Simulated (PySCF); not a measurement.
**SiIr at BHandHLYP**

Level: BHandHLYP. Si def2-TZVPP, Ir def2-TZVPP with ECP60; scalar-relativistic core potentials (PySCF 2.14).

For SiIr, the state is ²Δ (doublet), unpaired electrons δ ↑. The bond length is 2.078 Å, the harmonic wavenumber is 554 cm⁻¹ and the force constant is 4.42 mdyn/Å. The rotational constant Be is 0.1598 cm⁻¹. The anharmonicity ωexe is 1.90 cm⁻¹. The vibration–rotation constant αe is 0.000627 cm⁻¹ and the bond order (Mayer) is 2.51. The dipole moment (positive dipole means Si(−)Ir(+)) is -0.15 D.

De is left out where the level can put another filling of the metal’s s and d shells below the measured ground configuration, by anything from nothing to about 1 eV. These are scalar-relativistic numbers at best; spin–orbit coupling would shift them, the dissociation energy most. With d or f electrons several states lie close, and the lowest PBE0 determinant need not be the measured ground state.
